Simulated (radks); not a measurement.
Neutral selenium inside a hard spherical wall (all orbitals vanish at R), configuration held at [Ar] 3d10 4s2 4p4 and not refilled when levels cross. Calculated with a radial shooting solver on a logarithmic mesh with Libxc functionals: scalar-relativistic Kohn-Sham, LDA (Slater exchange, Perdew-Wang correlation), spin-unpolarised, spherical densities, point nucleus. Eigenvalues in eV, with the zero of energy where the potential of the charges vanishes at infinity; a dash marks a level that is unbound or too diffuse for the functional's potential to be trusted. A positive occupied level is held by the wall or, in an anion where self-interaction has pushed it up, behind a barrier. The pressure on the wall is -dE/dV.

R (bohr) = free: E (hartree) -2426.78937; kinetic (hartree) 2475.485; e(3p) -152.70; e(3d) -53.387; e(4s) -17.483; e(4p) -6.655; e(5s, empty) -0.461; e(5p, empty) -; pressure (GPa) 0
R (bohr) = 20: E (hartree) -2426.78937; kinetic (hartree) 2475.485; e(3p) -152.70; e(3d) -53.387; e(4s) -17.483; e(4p) -6.655; e(5s, empty) -0.453; e(5p, empty) 0.422; pressure (GPa) < 0.0001
R (bohr) = 12: E (hartree) -2426.78937; kinetic (hartree) 2475.485; e(3p) -152.70; e(3d) -53.387; e(4s) -17.483; e(4p) -6.655; e(5s, empty) -0.270; e(5p, empty) 1.170; pressure (GPa) < 0.0001
R (bohr) = 7: E (hartree) -2426.78534; kinetic (hartree) 2475.520; e(3p) -152.46; e(3d) -53.147; e(4s) -17.290; e(4p) -6.464; e(5s, empty) 2.039; e(5p, empty) 5.469; pressure (GPa) 0.268
R (bohr) = 6: E (hartree) -2426.77305; kinetic (hartree) 2475.605; e(3p) -151.98; e(3d) -52.673; e(4s) -16.924; e(4p) -6.080; e(5s, empty) 4.354; e(5p, empty) 8.935; pressure (GPa) 1.49
R (bohr) = 5: E (hartree) -2426.72159; kinetic (hartree) 2475.903; e(3p) -150.64; e(3d) -51.343; e(4s) -15.925; e(4p) -4.959; e(5s, empty) 9.607; e(5p, empty) 16.012; pressure (GPa) 9.18
R (bohr) = 4: E (hartree) -2426.48945; kinetic (hartree) 2477.019; e(3p) -146.92; e(3d) -47.669; e(4s) -13.096; e(4p) -1.559; e(5s, empty) 23.021; e(5p, empty) 32.358; pressure (GPa) 67.4
R (bohr) = 2: E (hartree) -2416.96898; kinetic (hartree) 2507.899; e(3p) -105.48; e(3d) -6.726; e(4s) 42.490; e(4p) 63.967; e(5s, empty) 225.32; e(5p, empty) 246.32; pressure (GPa) 12300
